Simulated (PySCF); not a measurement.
**Stationary points of ISN**

All numbers come from PySCF, PBE0, basis S def2-TZVP, N def2-TZVP, I def2-TZVP with ECP28 (scalar-relativistic core potentials, no spin–orbit coupling, density fitting).

Relaxations began from a few typed shapes. The search is not exhaustive: other isomers or separated fragments can lie lower, and high-lying points may rest on an excited occupation.

**Question.** Which is the lowest minimum found?
A. singlet C∞v: S–I 2.798 Å, S–N 1.445 Å; I–S–N 180.0°
B. singlet Cs: S–I 2.549 Å, S–N 1.451 Å; I–S–N 118.4°

**Answer.** B. The others lie at 113.8 (singlet C∞v, a saddle point) kJ/mol above it.

Counting electrons, sulfur keeps 2 of its valence electrons outside its bonds, so the VSEPR class is AX2E1 and the expected shape is bent; with unlike ligands the computed point group is Cs.
